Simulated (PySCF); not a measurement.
Dipole response of As⁺ (arsenic, charge +1)

[Ar] 3d10 4s2 4p2, high-spin 3P determinant. Calculation: PySCF 2.14, in aug-cc-pVQZ-PP with ECP10MDF (7s6p5d3f2g, 89 functions); scalar relativity through the core potential. Coupled (time-dependent) response in atomic units; α is the mean over directions.

| method | mean α (bohr³) | α xx, yy, zz | C₆ (like pair) | S(−4) |
| --- | --- | --- | --- | --- |
| wB97X | 16.43 | 15.22, 17.03, 17.03 | 98.59 | 78.92 |
| B97-3 | 16.73 | 15.42, 17.39, 17.39 | 101.2 | 81.77 |

S(−4) is the Cauchy moment in α(ω) = α(0) + S(−4) ω² + …

Spin-orbit coupling is absent.

α(iu) at B97-3:

```json
{"u (hartree)": "0", "α(iu) (bohr³)": "16.73"}
{"u (hartree)": "0.0500", "α(iu) (bohr³)": "16.53"}
{"u (hartree)": "0.100", "α(iu) (bohr³)": "15.96"}
{"u (hartree)": "0.200", "α(iu) (bohr³)": "14.05"}
{"u (hartree)": "0.300", "α(iu) (bohr³)": "11.80"}
{"u (hartree)": "0.500", "α(iu) (bohr³)": "7.944"}
{"u (hartree)": "0.750", "α(iu) (bohr³)": "4.999"}
{"u (hartree)": "1.00", "α(iu) (bohr³)": "3.382"}
{"u (hartree)": "1.50", "α(iu) (bohr³)": "1.857"}
{"u (hartree)": "2.00", "α(iu) (bohr³)": "1.198"}
{"u (hartree)": "3.00", "α(iu) (bohr³)": "0.6409"}
{"u (hartree)": "5.00", "α(iu) (bohr³)": "0.2838"}
```

A single London oscillator, α(iu) = α/(1 + u²/ω²), gives C₆ = (3/4) ω α². Matching the computed C₆ needs ω = 4 × 101.2 / (3 × 16.73²) = 0.482 hartree.

For an ion, C₆ is the dispersion term alone; charge-induced terms of lower order in 1/R come first.

The components differ because the open shell of this determinant is not spherical; for a pure term their mean is the scalar polarisability.

Energies and moments cover only the electrons outside the core potential.
